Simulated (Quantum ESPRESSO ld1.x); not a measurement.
Problem. The promethium ion Pm44+, 17 electrons, occupied as [Ne] 3s2 3p5. Method: Dirac Kohn-Sham, PBE, spin-unpolarised, spherical densities, point nucleus; open shells are shared between the two j in proportion to 2j + 1; computed with ld1.x of Quantum ESPRESSO 7.5.

Spin-orbit splittings of the eigenvalues, e(l+1/2) - e(l-1/2), with zeta = 2 splitting/(2l+1) and mean radii in bohr:

| shell | occ. | splitting (eV) | zeta (eV) | <r> j=l-1/2 | <r> j=l+1/2 |
|---|---|---|---|---|---|
| 2p | 6 | 571.6 | 381.1 | 0.08152 | 0.08781 |
| 3p | 5 | ? | ? | 0.2262 | 0.2359 |
| 3d | 0 | 33.93 | 13.57 | 0.2041 | 0.2072 |

Estimate the 3p splitting.

Solution. 142.5 eV (zeta = 95.02 eV).
